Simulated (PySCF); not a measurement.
Isomers of C3H12NPSi2, one GFN2-xTB conformer each. Single-point energies are computed at PBE0/pcSseg-1 (PySCF, gas phase, no added dispersion term), electronic only.

```json
{"SMILES": "[SiH3]N[Si@@H](P)C1CC1", "GFN2-xTB relative energy (kcal/mol)": "18.4"}
{"SMILES": "[SiH3]N([SiH3])P1CCC1", "GFN2-xTB relative energy (kcal/mol)": "0.0"}
{"SMILES": "C=C[SiH2][Si@](C)(N)P", "GFN2-xTB relative energy (kcal/mol)": "61.2"}
```

Conformers: `[SiH3:1][NH:2][Si@@H:3]([PH2:4])[CH:5]1[CH2:6][CH2:7]1` with Si1–N2–Si3–P4 180°, N2–Si3–P4–H -83° and -176°, N2–Si3–C5–C6 -99°; `[SiH3:1][N:2]([SiH3:3])[P:4]1[CH2:5][CH2:6][CH2:7]1` with Si1–N2–P4–C5 -137°, N2–P4–C5–C6 117°, P4–C5–C6–C7 -21°, C5–C6–C7–P4 21°, N2–P4–C7–C6 -117°; `[CH2:1]=[CH:2][SiH2:3][Si@:4]([CH3:5])([NH2:6])[PH2:7]` with C1–C2–Si3–Si4 -117°, C2–Si3–Si4–C5 58°, Si3–Si4–N6–H 165° and -60°, Si3–Si4–P7–H -54° and 39°.

**Question.** What does PBE0/pcSseg-1 give for the same structures?

**Answer.** 
```json
{"SMILES": "C=C[SiH2][Si@](C)(N)P", "PBE0/pcSseg-1 E (Eh)": "-1096.00520", "PBE0/pcSseg-1 (kcal/mol)": "0.0", "GFN2-xTB (kcal/mol)": "61.2", "point group": "C1"}
{"SMILES": "[SiH3]N[Si@@H](P)C1CC1", "PBE0/pcSseg-1 E (Eh)": "-1096.00145", "PBE0/pcSseg-1 (kcal/mol)": "2.4", "GFN2-xTB (kcal/mol)": "18.4", "point group": "C1"}
{"SMILES": "[SiH3]N([SiH3])P1CCC1", "PBE0/pcSseg-1 E (Eh)": "-1095.98668", "PBE0/pcSseg-1 (kcal/mol)": "11.6", "GFN2-xTB (kcal/mol)": "0.0", "point group": "near Cs"}
```

GFN2-xTB puts [SiH3]N([SiH3])P1CCC1 lowest instead; measured from each level's own lowest isomer, the values differ by up to 61.2 kcal/mol (C=C[SiH2][Si@](C)(N)P: 61.2 against 0.0). As drawn, the lowest has an N–H bond, an Si–Si bond and an Si–C bond, which the highest lacks; the highest has a four-membered ring, which the lowest lacks. Neighbours under 2.5 kcal/mol apart (C=C[SiH2][Si@](C)(N)P and [SiH3]N[Si@@H](P)C1CC1) can change places with a better method, another conformer or zero-point energy.

**Question.** Which frontier levels, dipoles and rotational constants go with these structures?

**Answer.** 
| SMILES | HOMO (eV, PBE0/pcSseg-1) | LUMO (eV) | dipole (D) | A, B, C (MHz) |
| --- | --- | --- | --- | --- |
| C=C[SiH2][Si@](C)(N)P | -6.67 | -0.44 | 1.04 | 2275, 727.5, 679.3 |
| [SiH3]N[Si@@H](P)C1CC1 | -7.22 | 0.13 | 0.45 | 1804, 925.8, 677.7 |
| [SiH3]N([SiH3])P1CCC1 | -5.94 | -0.13 | 1.01 | 2116, 1158, 855.0 |

**Question.** As an exercise, what shares would exp(−E/RT) give at 2000 K from these electronic energies alone (no entropy, no degeneracies)?

**Answer.** RT = 3.974 kcal/mol: C=C[SiH2][Si@](C)(N)P 62.2 %, [SiH3]N[Si@@H](P)C1CC1 34.4 %, [SiH3]N([SiH3])P1CCC1 3.3 %.
